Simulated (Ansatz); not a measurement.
A made-up structure of H2TeS, singlet:

| atom | x (Å) | y (Å) | z (Å) |
| --- | --- | --- | --- |
| S1 | 0.2912 | 1.2609 | 0.1379 |
| Te2 | -0.3947 | -0.8998 | 0.8560 |
| H3 | 0.8901 | -1.7658 | 0.1812 |
| H4 | -0.3745 | 1.2336 | -1.0477 |

It is relaxed with PBE-D4/def2-SVP and then PBE0-D4/def2-TZVP (Ansatz 0.2.0). Atoms count as bonded within 1.22 times the sum of their covalent radii (H–H: 0.88 Å). The end point is not checked to be a true minimum.

Does its bonding change? (Judge from chemistry; the calculation decides.)

The calculation gives: No: no bond forms or breaks.

Where it ends: The first stage lowers the energy by 0.02 eV in 4 steps. It ends as H₂TeS ([SH][TeH]):
| atom | x (Å) | y (Å) | z (Å) |
| --- | --- | --- | --- |
| S1 | 0.2895 | 1.2434 | 0.1285 |
| Te2 | -0.3919 | -0.9130 | 0.8636 |
| H3 | 0.8811 | -1.7394 | 0.1799 |
| H4 | -0.3666 | 1.2379 | -1.0445 |

Labels in which every atom is bracketed show which atoms are joined, not bond orders.

For scale, one of the runs: PBE0-D4/def2-TZVP relaxation, 99 basis functions, launched by `ansatz run in.yaml --threads 2 --pin off --events-out ev --progress --plain --max-ram 4352MiB`. Hardware: 2 CPU threads of an Arm Neoverse V2, shared host. Wall time about 8.5 s.
